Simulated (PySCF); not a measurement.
**Magnesium: a sound run and one with changed settings**

Sound run: Mg⁺ [Ne] 3s1, Mg²⁺ [Ne]. Computed with PySCF 2.14 in aug-cc-pVDZ-DK, with scalar relativity by spin-free X2C-1e. The sound run starts from symmetry-adapted Hartree-Fock orbitals and uses a fine grid where one is needed.

A second run was set up differently.

| species | method | sound run (hartree) | changed run (hartree) | converged |
| --- | --- | --- | --- | --- |
| Mg⁺ | UHF | -199.67045 | -199.67045 | yes |
| Mg⁺ | TPSS | -200.11130 | -200.22200 | yes |
| Mg⁺ | r2SCAN | -200.07024 | -200.14648 | yes |
| Mg²⁺ | UHF | -199.12896 | -199.12896 | yes |
| Mg²⁺ | TPSS | -199.55796 | -199.66231 | yes |
| Mg²⁺ | r2SCAN | -199.51873 | -199.58478 | yes |

Ionisation energy of Mg⁺:

```csv
method,sound run (eV),changed run (eV)
UHF,14.735,14.735
TPSS,15.057,15.230
r2SCAN,15.008,15.285
```

Q: What was changed?
A. basis contracted for another Hamiltonian
B. a valence shell is frozen
C. all electrons correlated in a valence basis
D. radial grid too coarse

A: D. It used radial step 0.8 in ln r (0.13 in the sound run). A coarse radial grid mis-integrates the density and the exchange-correlation energy, with errors of either sign; Hartree-Fock needs no grid.
